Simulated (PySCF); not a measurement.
Structure problem from calculated spectra and properties.

Formula: C4N2S.

* Triplet: lowest triplet excitation (Tamm–Dancoff): 3.03 eV [TDA PBE0/def2-SVPD]
* Rotational structure: rotational constant B (linear): 0.589 GHz [PBE0-D3(BJ)/def2-SVP]
* 13C NMR: chemical shifts (computed TMS as zero) by class: 115.4 (1 C), 109.1 (1 C), 59.3 (1 C), 27.0 (1 C) ppm [GIAO PBE/pcSseg-2]
* UV, first state: lowest singlet excitation: 3.63 eV (341 nm, f = 0.000) [TDDFT PBE0/def2-SVPD]
* Polarisability: 108.4 au [PBE0/def2-SVPD]
* UV, strongest line: among the 10 lowest singlet transitions: S7 at 6.24 eV (199 nm, f = 3.278) [TDDFT PBE0/def2-SVPD]
* Valence photoelectron: vertical ionisation energy: 9.76 eV [ΔSCF PBE0/def2-SVPD]
* Dipole: 4.07 D [PBE0/def2-SVPD]

Electronic properties: PySCF, gas phase, density fitting. Levels stand in brackets. Geometry: PBE0-D3(BJ)/def2-SVP; no solvent, vibrations or thermal averaging. NMR values are class means; diastereotopic atoms form classes of their own.

Question: What is the compound? Reason from the data.

Answer: Numbering: `[N:1]#[C:2][C:3]#[C:4][N:5]=[C:6]=[S:7]`. Its formula, C4N2S, gives 6 degrees of unsaturation: 0 rings and 6 π bonds in the structure found. 4 carbons fall into 4 classes; from least to most shielded: isothiocyanate carbon [C6] (115.4 ppm), nitrile carbon [C2] (109.1 ppm), alkyne carbon [C4] (59.3 ppm), alkyne carbon [C3] (27.0 ppm). The optimised geometry has point group C∞v and is a linear rotor. Structure: cyanoethynyl isothiocyanate (`C(C#CN=C=S)#N`). The assignments are read from this structure; whether some other isomer fits the data as well wasn't checked.
